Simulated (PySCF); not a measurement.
Relaxation of singlet BF₄⁻

Computed with PBE0/[B def2-SVPD, F def2-SVPD], no relativity, density fitting, PySCF. A (50,194) grid was used.

A hand-made see-saw start, of C2v symmetry, held to at least that symmetry:

Coordinates in bohr (charge -1 multiplicity 1):
```
B     0.0000    0.0000   -0.8643
F     0.0000    2.8049   -0.6188
F     0.0000   -2.8049   -0.6188
F     2.2187    0.0000    0.8692
F    -2.2187    0.0000    0.8692
```

Optimiser trace:
| step | E − E(last) (kJ/mol) | largest gradient (Eh/bohr) |
| --- | --- | --- |
| 0 | 534.17 | 0.22339 |
| 1 | 259.36 | 0.10940 |
| 2 | 123.64 | 0.04024 |
| 3 | 51.54 | 0.04369 |
| 4 | 6.52 | 0.02995 |
| 5 | 0.46 | 0.00320 |
| 6 | 0.15 | 0.00239 |
| 7 | 0.03 | 0.00173 |
| 8 | 0.00 | 0.00017 |
| 9 | 0.00 | 0.00003 |

It ends at Td with B–F 1.409 Å (×4); F–B–F 109.5° (×6) (after a last refinement on a finer grid). A frequency run shows a minimum. Other isomers or separated fragments may lie lower.

Final geometry:
```xyz
5
charge -1 multiplicity 1, angstrom
B     0.0000    0.0000    0.0000
F    -0.0005    1.1505   -0.8135
F     0.0000   -1.1505   -0.8135
F     1.1507    0.0003    0.8131
F    -1.1502   -0.0003    0.8139
```
